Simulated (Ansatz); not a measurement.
C4H9B (`BC=C(C)C`), one more setting.

```yaml
crystal:
  periodic: [false, false, false]
  atoms:
    - {symbol: B, position_ang: [-2.101536, 1.063177, 0.070857]}
    - {symbol: C, position_ang: [-1.046640, 0.031648, 0.418781]}
    - {symbol: C, position_ang: [0.151061, -0.139397, 0.064632]}
    - {symbol: C, position_ang: [0.867288, 0.557036, -1.122618]}
    - {symbol: C, position_ang: [1.209515, -1.438991, 0.483082]}
    - {symbol: H, position_ang: [-3.204309, 1.167245, 0.618430]}
    - {symbol: H, position_ang: [-1.762742, 1.958796, -0.711589]}
    - {symbol: H, position_ang: [-1.254443, -0.723622, 1.350435]}
    - {symbol: H, position_ang: [1.028133, -0.090185, -1.846868]}
    - {symbol: H, position_ang: [1.949572, 1.028119, -0.717974]}
    - {symbol: H, position_ang: [0.174917, 1.280410, -1.395621]}
    - {symbol: H, position_ang: [2.084080, -0.922138, 0.946942]}
    - {symbol: H, position_ang: [1.305912, -1.984127, -0.279210]}
    - {symbol: H, position_ang: [0.620931, -1.676439, 1.403155]}
basis:
  gaussian: {orbitals: 6-31G}
hamiltonian: {xc: {name: PBEsol}, dispersion: d4}
output: {forces: true}
```

```sh
$ ansatz run in.yaml --threads 4 --pin off --events-out ev --progress --plain --max-ram 10444MiB
```

It prints (some lines left out):

```
Functional definition: PBEsol
922 factors; integrals over basis functions are off by at most 2.3e-4 eV
mean field evaluation 1: about -4926.2154 eV, gradient 6.2e1 eV
mean field evaluation 2: about -4916.5778 eV, gradient 8.2e1 eV
mean field evaluation 4: about -4936.0099 eV, gradient 8.9e0 eV
mean field evaluation 8: about -4936.2072 eV, gradient 1.4e-1 eV
mean field -4936.20723172 eV, -181.4022698842 hartree, gradient 7.0e-5 eV, S^2 0.000000; 0 other end points of the search recorded, 0 dependent functions left out
reference -4936.20725943 eV, -181.4022709027 hartree; 19, 19 occupied and 44, 44 virtual orbitals, 922 factors
Total energy: -4936.29355142 eV, -181.4054420749 hartree
Atom 0 at    -2.101536     1.063177     0.070857 Å, force    -0.005736     1.101293    -0.144116 eV/Å
Atom 1 at    -1.046640     0.031648     0.418781 Å, force    -6.355688    -1.485634     5.383703 eV/Å
Atom 2 at     0.151061    -0.139397     0.064632 Å, force     9.950115    -2.736215    -4.515453 eV/Å
Atom 3 at     0.867288     0.557036    -1.122618 Å, force     1.458929     2.935786     6.793416 eV/Å
Atom 4 at     1.209515    -1.438991     0.483082 Å, force    -3.861475     8.898070     8.625539 eV/Å
Atom 5 at    -3.204309     1.167245     0.618430 Å, force     0.525376    -0.286280    -0.318542 eV/Å
Atom 6 at    -1.762742     1.958796    -0.711589 Å, force    -0.358037    -0.318996     0.121852 eV/Å
Atom 7 at    -1.254443    -0.723622     1.350435 Å, force    -0.326608     1.336994    -1.753236 eV/Å
Atom 8 at     1.028133    -0.090185    -1.846868 Å, force     1.157996    -3.571368    -4.023242 eV/Å
Atom 9 at     1.949572     1.028119    -0.717974 Å, force    -2.706938    -1.021260    -1.150285 eV/Å
Atom 10 at     0.174917     1.280410    -1.395621 Å, force    -1.011621     2.362251    -1.254958 eV/Å
Atom 11 at     2.084080    -0.922138     0.946942 Å, force     0.201208    -0.417150    -0.890524 eV/Å
Atom 12 at     1.305912    -1.984127    -0.279210 Å, force     0.970474    -5.220256    -6.324760 eV/Å
Atom 13 at     0.620931    -1.676439     1.403155 Å, force     0.362004    -1.577236    -0.549393 eV/Å
Dipole moment:     0.337379    -0.187117    -0.049088 e Å
```

It took 0.8 s on 4 threads of an Arm Neoverse V2 on a shared host, with 0.51 GiB of host memory at the peak.
